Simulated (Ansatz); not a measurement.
Basis-set extrapolation for C2H6BFSi, SMILES `CC1[SiH2]B1F` (PBE0-D4/def2-TZVP geometry, frozen core, the Gaussian-basis code of Ansatz). Multiplicity 1, RHF reference.

```
                      def2-TZVPP   def2-QZVPP
                 HF  -492.359497  -492.377422
    MP2 correlation    -0.808959    -0.869489
CCSD(T) correlation    -0.885127      not run
```

Energies in hartree. Use E(X) = E(∞) + A·exp(−7.88·√X) for Hartree–Fock and E(X) = E(∞) + B·X^(−2.97) for correlation, with X = 3 and 4, and add CCSD(T) minus MP2 of the smaller set to the MP2 limit.

**Question.** What is the CCSD(T) energy at the basis-set limit?

**Answer.** HF limit: -492.377422 + (-0.017925) × 0.13774 = -492.37989. MP2 limit: -0.869489 + (-0.060530) × 0.74074 = -0.91433. Higher-order term: -0.885127 − (-0.808959) = -0.07617. Total: -493.37039 hartree, 330.2 kJ/mol below CCSD(T)/def2-TZVPP.
